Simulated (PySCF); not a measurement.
Species: C4H5Se (charge -1).
Structure used (PBE0-D3(BJ)/def2-SVP), in Å, numbered top down from 1:
```
atom  x, y, z in Å
C1    -1.9825    0.1423    0.0374
C2    -0.5468   -0.0114   -0.1411
C3     0.6637   -0.1182   -0.2219
C4     2.1072   -0.2487   -0.3289
Se5    3.0958    0.2014    1.3341
H6    -2.2186    0.8200    0.8774
H7    -2.4762    0.5569   -0.8600
H8    -2.4747   -0.8219    0.2560
H9     2.3422   -1.2854   -0.6300
H10    2.4554    0.3993   -1.1531
```

Lines to be assigned: C 1s: 285.26 (area 1), 285.59 (area 1), 286.12 (area 1), 287.96 (area 1) eV.

Theory: delta-SCF UKS SCAN, pcX-2 on the ionised atom, pcseg-1 elsewhere, spin-free X2C (PySCF). Isolated species at its PBE0-D3(BJ)/def2-SVP geometry, gas phase. The geometry's basis has no diffuse functions, a weakness for an anion.

(1) Assign the C 1s lines to atoms.

Answers

(1) 285.26 eV: C2 (alkyne carbon); 285.59 eV: C3 (alkyne carbon); 286.12 eV: C4 (sp3 carbon bound to selenium); 287.96 eV: C1 (propargylic carbon). Lowest listed C 1s: C2, bonded to C (triple bond) and C. Highest, 2.70 eV above it: C1, bonded to C and 3 H. The widest gap between neighbouring values is 1.84 eV, between 286.12 and 287.96 eV. Summing the Pauling electronegativity differences to the bonded atoms, each weighted by its formal bond order, gives 0.00 for the lowest site and -1.05 for the highest; the largest sum, 0.00, belongs to C3, 2.37 eV below the top. The smallest sum, -1.05, belongs to C1, 2.70 eV above the lowest.

Bonded neighbours of each site: C1: C and 3 H; C2: C (triple bond) and C; C3: C (triple bond) and C; C4: C, Se and 2 H.

**Question.** Give the binding energy of C 1s of C4 in hartree and in kJ/mol.

**Answer.** 286.12 eV = 10.5147 Eh = 27606 kJ/mol.

Spin contamination (⟨S²⟩ against 0.75 for a pure doublet) is marked for C 1s of C3 (0.87), which makes this value less certain. No level of selenium is listed. The species carries charge -1, so core ionisation leaves a neutral species. The basis sets have no added diffuse functions.
